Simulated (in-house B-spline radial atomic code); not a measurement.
# RPA and G0W0 on LDA VWN5: Ne⁸⁺

Configuration 1s2, mean-field start LDA VWN5. Computed with an all-electron radial atomic-structure program (B-spline basis): all electrons, scalar-relativistic (spin-free one-electron X2C), finite nucleus, each spin shell either full or empty, empty states to l = 9 with an (l + 1/2)⁻⁴ tail; G0W0 by contour deformation at full frequency.

Command:
```bash
python run_gw.py task.json out
```
Settings (radii: box in bohr, nucleus in fm):
```
Z                        10
electrons                2
configuration            1s2
hamiltonian              x2c
method                   lda,vwn
lmax                     9
rms_radius               3.0055
spin_polarised           False
box_radius               7.7
intervals                68
ion_configuration        1s1
```

Cost of the run: 0.9 s on 1 thread of Arm Neoverse V2, with other jobs on the host.

Energies (hartree):

| term | value |
| --- | --- |
| mean-field total | -93.32721 |
| Hartree-Fock functional on these orbitals | -93.97397 |
| direct second order | -0.094755 |
| second-order exchange | 0.047378 |
| SOSEX correction | 0.046143 |

(1) What is the RPA correlation energy, and what remains with SOSEX?

Quasi-particle levels (eV):

```tsv
level	occupied	mean field	Σx - vxc	Σc	QP weight	G0W0
1s	yes	-1129.88	-66.92	?	?	?
2s	no	-246.61	7.83	-0.23	1.000	-239.00
```

G0W0 = mean field + (Σx - vxc) + Σc, with Σc (partial-wave tail included) taken at the quasi-particle energy.

(2) Where does G0W0 put 1s?

(3) What does it cost to remove one electron (to 1s1) by differences of total energies, each species on its own start (correlation terms add to the Hartree-Fock functional)?

## Answers

(1) RPA gives -0.092284 hartree (-1.26 eV per electron); RPA + SOSEX gives -0.046141, and the second-order doubles -0.047377 hartree (no singles). SOSEX takes back 50 % of the RPA value, the self-correlation of each of the two electrons.

(2) At -1196.12 eV, with Σc = 0.68 eV and a quasi-particle weight of 0.997. The tabulated removal energy is 1195.808 eV (NIST, tabulated theory).

(3) LDA VWN5 1187.90 eV, Hartree-Fock functional 1194.82 eV, + RPA 1196.69 eV, + RPA + SOSEX 1196.07 eV, + second order 1196.11 eV. Tabulated: 1195.808 eV (NIST, tabulated theory).
